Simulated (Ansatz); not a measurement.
System: AlH, charge 1, doublet. AlH+ (parent SMILES [AlH], doublet).
B3LYP-D3(BJ)/def2-TZVP minimum from Ansatz (a first-principles code):
```xyz
2

Al     0.0000     0.0000    -0.1159
H      0.0000     0.0000     1.5070
```
Charge +1, spin multiplicity 2.

Total energies in cc-pV(Q+d)Z, 3 correlated electrons, 5 frozen orbitals. Radicals and triplets start from unrestricted determinants; spin-orbit coupling is neglected. Cores are frozen in correlated methods. No relativity. Full CI freezes restricted core orbitals and the other rows unrestricted ones, which leaves a small offset even where coupled cluster is exact. The spin of HAl+ (parent SMILES [AlH], doublet) was assumed, and the state is the lowest solution found for it.

```
method   program  energy (Eh)  error against FCI (mEh)
-------  -------  -----------  -----------------------
HF        Ansatz   -242.19825                    48.27
MP2       Ansatz   -242.23368                    12.84
CCSD      Ansatz   -242.24566                     0.85
CCSD(T)   Ansatz   -242.24632                     0.20
CCSDT     Ansatz   -242.24656                    -0.05
FCI       Ansatz   -242.24652                     0.00
```

Rough core times of Ansatz's runs on a shared machine: CCSD(T) under 20 s, CCSDT 60 s, FCI 20 s.
